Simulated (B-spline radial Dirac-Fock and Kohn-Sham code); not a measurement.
**The K (1s) hole of hafnium ions: width and yield against charge**

The computed values come from a radial finite-basis atomic code: a relativistic independent-particle model: LDA orbitals of the hole state, radiative multipoles to third order, Auger rates from the Coulomb interaction with a continuum orbital, Dirac-Fock energies. Tabulated ground configurations, configuration averages; single configurations, so decays that open only by mixing (as 1s 2s² with 1s 2p² in Be-like ions) are missing and such tiny yields are far too low.

| ion | configuration | radiative (eV) | non-radiative (eV) | yield |
| --- | --- | --- | --- | --- |
| Hf | [Xe] 4f14 5d2 6s2 | 33.3 | 1.53 | 0.956 |
| Hf⁺ | [Xe] 4f14 5d1 6s2 | 33.3 | 1.53 | 0.956 |
| Hf²⁺ | [Xe] 4f14 5d2 | 33.3 | 1.53 | 0.956 |
| Hf³⁺ | [Xe] 4f14 5d1 | 33.3 | 1.53 | 0.956 |
| Hf⁴⁺ | [Xe] 4f14 | 33.3 | 1.53 | 0.956 |
| Hf⁵⁺ | [Xe] 4f13 | 33.3 | 1.53 | 0.956 |
| Hf⁶⁺ | [Kr] 4d10 4f13 5s2 5p5 | 33.3 | 1.53 | 0.956 |
| Hf⁷⁺ | [Kr] 4d10 4f13 5s2 5p4 | 33.2 | 1.53 | 0.956 |
